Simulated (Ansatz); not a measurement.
One geometry of the cluster K2Na6⁺, several levels of theory.

```yaml
crystal:
  periodic: [false, false, false]
  atoms:
    - {symbol: Na, position_ang: [0.572924, -1.935804, 1.607389]}
    - {symbol: Na, position_ang: [-0.021132, 0.498926, 4.191248]}
    - {symbol: Na, position_ang: [-2.169160, 0.400205, 1.316995]}
    - {symbol: Na, position_ang: [1.028831, 0.856810, -2.961267]}
    - {symbol: Na, position_ang: [2.659184, -1.852235, -1.260010]}
    - {symbol: Na, position_ang: [-2.071042, 2.186395, -1.739136]}
    - {symbol: K, position_ang: [-1.553382, -2.053296, -1.874699]}
    - {symbol: K, position_ang: [1.553777, 1.899000, 0.719481]}
basis:
  gaussian: {orbitals: def2-TZVP, initial_orbitals: start.molden}
total_charge: 1
magnetization: {spin_polarized: true, initial_magnetization: 1}
hamiltonian: {xc: {name: LC-wPBE}}
scf: {omitted_lower_state_checks: [starts]}
output: {orbitals: {seedname: orbitals}}
```

The file start.molden holds the orbitals of an earlier run on this structure, at another level or in another basis.

```sh
$ ansatz run in.yaml --threads 4 --pin off --events-out ev --progress --plain --max-ram 8704MiB
```

Output, abridged:

```
Functional definition: LC-wPBE
2312 factors; their error is unknown
1117 factors; integrals over basis functions are off by at most 3.2e-5 eV
mean field evaluation 1: about -59124.6249 eV, gradient 7.5e0 eV
mean field evaluation 2: about -59124.8009 eV, gradient 3.1e-1 eV
mean field evaluation 4: about -59124.7618 eV, gradient 9.7e-2 eV
mean field evaluation 8: about -59124.7621 eV, gradient 1.6e-3 eV
mean field -59124.76212674 eV, -2172.7949319547 hartree, gradient 8.0e-6 eV, S^2 0.949197; 0 other end points of the search recorded, 0 dependent functions left out
reference -59124.76212675 eV, -2172.7949319550 hartree; 52, 51 occupied and 206, 207 virtual orbitals, 2312 factors
Total energy: -59124.76212675 eV, -2172.7949319550 hartree
Checks for a lower state left out: starts
```

It took 58 s on 4 threads of Arm Neoverse V1 on a shared host, peak host memory 2.2 GiB.

First input, but with `gaussian: {orbitals: def2-SVP, initial_orbitals: start.molden}`, `hamiltonian: {xc: pbe}` (abridged; 8.5 s):

```
Functional definition: PBE
mean field -59099.83386955 eV, -2171.8788353997 hartree, gradient 1.3e-5 eV, S^2 0.766792
Total energy: -59099.83393925 eV, -2171.8788379611 hartree
Checks for a lower state left out: starts
```

The first input with `gaussian: {orbitals: STO-3G}`, `hamiltonian: {xc: hf}` (abridged; 1.4 s):

```
Functional definition: HF
mean field evaluation 16: about -58359.1815 eV, gradient 1.6e-1 eV
mean field -58359.18326508 eV, -2144.6604277165 hartree, gradient 2.9e-5 eV, S^2 1.722131
Total energy: -58359.18326508 eV, -2144.6604277165 hartree
Checks for a lower state left out: starts
```

First input, but with `hamiltonian: {xc: r2scan}` (abridged; 1.7 min):

```
Functional definition: r2SCAN
mean field -59137.04485190 eV, -2173.2463137785 hartree, gradient 8.9e-6 eV, S^2 0.855531
Total energy: -59137.04490907 eV, -2173.2463158798 hartree
Checks for a lower state left out: starts
```

Geometry: PBE0/def2-SVP.

LC-ωPBE has ω = 0.4 bohr⁻¹. At LC-ωPBE/def2-TZVP, HF/STO-3G, r2SCAN/def2-TZVP the charge 1 doublet is spin-contaminated (final ⟨S²⟩ up to 1.72, 0.75 for a pure state). At HF/STO-3G the highest occupied level of the charge 1 doublet lies above zero (up to 0.45 eV). In Hartree–Fock with STO-3G the lack of diffuse functions raises the level. Another isomer (doublet) lies 0.15 eV lower at PBE0/def2-TZVP; other spin states weren't run for this one.
